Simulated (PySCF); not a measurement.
# Diatomic anions of C with the alkaline earths

CCSD(T) with double-zeta basis sets in PySCF, for the lowest determinant that a PBE0 search found; no spin–orbit coupling. De refers to high-spin ground-configuration atoms (the charge goes to the atom of lower measured ionisation energy or higher electron affinity, which is not always the lowest computed limit).

```json
{"M": "Be", "basis": "aug-cc-pVDZ-DK", "reference, frozen orbitals": "UHF, 1", "charged atom": "C−", "state (unpaired electrons)": "quartet (σ ↑, π ↑↑)", "Re (Å)": "1.743", "ωe (cm⁻¹)": "763", "De (eV)": "2.01"}
{"M": "Mg", "basis": "def2-SVPD", "reference, frozen orbitals": "UHF, 2", "charged atom": "C−", "state (unpaired electrons)": "quartet (σ ↑, π ↑↑)", "Re (Å)": "2.234", "ωe (cm⁻¹)": "416", "De (eV)": "n/a"}
{"M": "Ca", "basis": "def2-SVPD", "reference, frozen orbitals": "UHF, 6", "charged atom": "C−", "state (unpaired electrons)": "quartet (σ ↑, π ↑↑)", "Re (Å)": "2.436", "ωe (cm⁻¹)": "396", "De (eV)": "n/a"}
{"M": "Sr", "basis": "def2-SVPD", "reference, frozen orbitals": "ROHF, 1", "charged atom": "C−", "state (unpaired electrons)": "quartet (σ ↑, π ↑↑)", "Re (Å)": "2.568", "ωe (cm⁻¹)": "367", "De (eV)": "n/a"}
```

The shortest bond is that of BeC⁻ (1.743 Å), the longest that of SrC⁻ (2.568 Å).

The rows differ in basis set, which adds steps of its own.

Down a group the atoms grow and get heavier, so bonds lengthen and wavenumbers fall; this series shows no clear exception.

Correlated steps freeze the inner cores (1 to 6 orbitals); shallow outer-core shells are correlated. UHF and ROHF references stand side by side, which adds small steps between rows. Correlated levels converge slowly with the basis: in double zeta they bind strong bonds too weakly, by up to about 1 eV, and carry superposition errors of some tenths. Spin–orbit coupling is left out. For an ion De counts to the pair picked by the measured ionisation energies or electron affinities, which need not be the lowest pair at this level. The CCSD T1 diagnostic is raised in BeC⁻, a sign that a single reference may not be enough there. States were picked by a PBE0 search and need not be the measured ground states.
